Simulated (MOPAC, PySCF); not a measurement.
H6BN3, SMILES `NB(N)N`, neutral singlet in the gas phase. 

Cartesian coordinates (Å):
```xyz
10

N     -1.0431    -0.9748     0.0538
B      0.0001    -0.0001     0.0002
N      1.3590    -0.3962     0.1999
N     -0.3146     1.3708    -0.2505
H     -0.8725    -1.9545     0.1856
H     -2.0057    -0.7599    -0.1300
H      2.1157     0.2603     0.2571
H      1.6228    -1.3276     0.4639
H      0.3822     2.0876    -0.3340
H     -1.2439     1.6943    -0.4460
```
Charge 0, multiplicity 1.

All levels are single points at this geometry (B3LYP-D3(BJ)/def2-TZVP); Pople sets use spherical d functions. Orbital energies aren't observables, and empty levels follow the basis.

PBE/6-31G* in PySCF gives dipole (D) = 0.02.

### Question
Estimate the dipole (D) from each of these levels: M06-2X/def2-TZVP in PySCF; PBE-D3(BJ)/def2-TZVP in PySCF; B3LYP/6-31G* in PySCF; HF/STO-3G in PySCF; PM6 in MOPAC.

### Answer

```
level                          dipole (D)
-----------------------------  ----------
M06-2X/def2-TZVP in PySCF            0.02
PBE-D3(BJ)/def2-TZVP in PySCF        0.02
B3LYP/6-31G* in PySCF                0.02
HF/STO-3G in PySCF                   0.03
PM6 in MOPAC                         0.03
```
